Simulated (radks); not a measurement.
Results of a calculation; reference values are marked as such.
Neutral manganese, configuration [Ar] 3d5 4s1.75 5s0.25 (fractional occupations, a model configuration).

Code: a radial shooting solver on a logarithmic mesh with Libxc functionals. Model: non-relativistic Kohn-Sham, TPSS, spin-unpolarised, spherical densities, point nucleus; meta-GGA in the generalised Kohn-Sham scheme.

Energy parts (eV):
total: -31313.687
kinetic: 31288.139
electron-nucleus: -74364.381
Hartree: 13170.925
exchange-correlation: -1408.370

Orbitals (lengths in bohr, moments of r in powers of bohr; <r^-3> diverges for s and p1/2; r(max) is where P^2 peaks; r(90%) holds 90 % of the orbital's charge):
orbital  occ.  eigenvalue (eV)      <r>   r(max)  r(90%)  <r^-3>
1s          2        -6388.978  0.06152  0.04053   0.110       -
2s          2        -736.9362   0.2820   0.2348   0.437       -
2p          6        -630.5393   0.2482   0.1893   0.407   404.0
3s          2         -86.4670   0.8597   0.7420    1.29       -
3p          6         -56.0295   0.9079   0.7536    1.40   48.99
3d          5          -8.1575    1.207   0.7556    2.13   4.064
4s       1.75          -5.9304    3.048    2.518    4.61       -
5s       0.25          -0.6712    11.75    10.85    17.0       -

The highest occupied level is 5s at -0.671 eV. The electron density at the nucleus is 1.057e+04 e/bohr^3. Summed over all electrons, <r^2> = 75.44 bohr^2, which gives a Langevin (diamagnetic) susceptibility term of -59.8 x 10^-6 cm^3/mol. Virial ratio -V/T = 2.00082.

Empty levels of this run are not shown, since the potential may be unsettled where no density lies.
